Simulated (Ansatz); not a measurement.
The lowest singlet and triplet of CHBr (SMILES [CH]Br); geometries from B3LYP-D3(BJ)/def2-TZVP, each state relaxed from the structure named, with no frequency check.
Singlet (charge 0, multiplicity 1):
```xyz
3

C     -1.4277     0.6063     0.0000
Br     0.3028    -0.0947     0.0000
H     -2.0332    -0.3225     0.0000
```

A positive gap puts the triplet lower; no zero-point energy. R- takes a restricted singlet. The triplet is unrestricted in single-reference levels. Active spaces average the two states.

Correlated levels freeze the cores. Filled d and f shells under p-block atoms count as core.

Programs: Ansatz (a program for electronic structure) with Gaussian orbitals. Values without a source in brackets are computed.

```json
[
 {"level": "R-HF/cc-pVDZ", "gap E(singlet) − E(triplet), vertical, at the singlet's geometry (kcal/mol)": "7.37"},
 {"level": "R-HF/cc-pVTZ", "gap E(singlet) − E(triplet), vertical, at the singlet's geometry (kcal/mol)": "7.33"},
 {"level": "R-BHLYP/def2-TZVPP", "gap E(singlet) − E(triplet), vertical, at the singlet's geometry (kcal/mol)": "-8.82"},
 {"level": "R-wB97M-V/def2-TZVPP", "gap E(singlet) − E(triplet), vertical, at the singlet's geometry (kcal/mol)": "-14.82"},
 {"level": "R-MP2/cc-pVTZ", "gap E(singlet) − E(triplet), vertical, at the singlet's geometry (kcal/mol)": "-10.43"},
 {"level": "R-MP2/cc-pVQZ", "gap E(singlet) − E(triplet), vertical, at the singlet's geometry (kcal/mol)": "-11.48"},
 {"level": "R-CCSD(T)/cc-pVDZ", "gap E(singlet) − E(triplet), vertical, at the singlet's geometry (kcal/mol)": "-11.41"},
 {"level": "FIC-MRCISD+Q on SA-CASSCF(2,2)/cc-pVTZ", "gap E(singlet) − E(triplet), vertical, at the singlet's geometry (kcal/mol)": "-12.83"},
 {"level": "FIC-MRCISD+Q on SA-CASSCF(2,2)/cc-pVQZ", "gap E(singlet) − E(triplet), vertical, at the singlet's geometry (kcal/mol)": "[?]"}
]
```

Q: Some entries are withheld; supply them.

A: 
- FIC-MRCISD+Q on SA-CASSCF(2,2)/cc-pVQZ, gap E(singlet) − E(triplet), vertical, at the singlet's geometry (kcal/mol): -13.34

Doubts at one or more of the structures used: a restricted determinant that unrestricted orbitals would lower (R-HF/cc-pVDZ, R-HF/cc-pVTZ, R-BHLYP/def2-TZVPP, R-MP2/cc-pVTZ, R-MP2/cc-pVQZ, R-CCSD(T)/cc-pVDZ).
